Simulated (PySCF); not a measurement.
## Assignment exercise: C₇H₈FO₂P

Mapped SMILES: `[CH3:1][P@:2](=[O:3])([OH:4])[c:5]1[cH:6][cH:7][cH:8][c:9]([F:10])[cH:11]1`; H(Xn) means a hydrogen on atom n.

PySCF calculation with GFN2-xTB geometry and NMR shieldings at PBE0/pcSseg-1/GIAO; fast rotation and ring inversion assumed for equivalent nuclei, non-relativistic Hamiltonian, isolated molecule, one computed conformer.

References, each an isolated molecule treated in the same way: 13C and 1H vs TMS.

Question: Assign these signals to the numbered atoms. 13C{1H} NMR (computed): δ 172.3 (C), 143.6 (C), 135.7 (CH), 131.7 (CH), 124.9 (CH), 122.3 (CH), 21.5 (CH3).

Answer: 
172.3 → C9, aromatic carbon bearing fluorine: an ipso carbon deshielded by its heteroatom
143.6 → C5, substituted aromatic carbon
135.7 → C7, aromatic CH: the aromatic region
131.7 → C6, aromatic CH
124.9 → C8, aromatic CH
122.3 → C11, aromatic CH
21.5 → C1, methyl carbon bonded to P

Question: Assign these signals to the numbered atoms. 1H NMR (300 MHz, computed): δ 7.96 (m, 1H), 7.75 (m, 1H), 7.55 (m, 1H), 7.48 (m, 1H), 2.72 (br s, 1H), 1.52 (m, 3H).

Answer: 
| δ (ppm) | atoms | environment | reason |
| --- | --- | --- | --- |
| 7.96 | H(C6) | hydrogen on an aromatic CH | it sits in the deshielding region of the aromatic ring current |
| 7.75 | H(C7) | hydrogen on an aromatic CH | – |
| 7.55 | H(C11) | hydrogen on an aromatic CH | – |
| 7.48 | H(C8) | hydrogen on an aromatic CH | – |
| 2.72 | H(O4) | hydrogen on an oxygen bonded to P | labile proton, position sensitive to the medium |
| 1.52 | H(C1) | hydrogen on a methyl carbon bonded to P | – |

H(C11) and H(C8) lie closer than the usual error of such a calculation, so a measured spectrum could show them in the other order.

OH and NH positions are those of a molecule without intermolecular hydrogen bonds; in solution they move with solvent, concentration and temperature, and exchange usually removes their couplings. Splittings by 19F and 31P in the carbon and heteronuclear signals aren't shown, as no couplings were computed. Shifts are as computed. Against solution values, carbons near 30 ppm lie about +3 ppm off and those near 130 ppm about +5 ppm. Of 1211 compounds with measured shifts, 218 miss one by over three times the rms of a fit or turn the order of signals round; such compounds aren't used in these exercises. Multiplicities follow the n + 1 count of equivalent neighbours, as no J values were calculated; m marks all less simple cases, F and P coupling included.
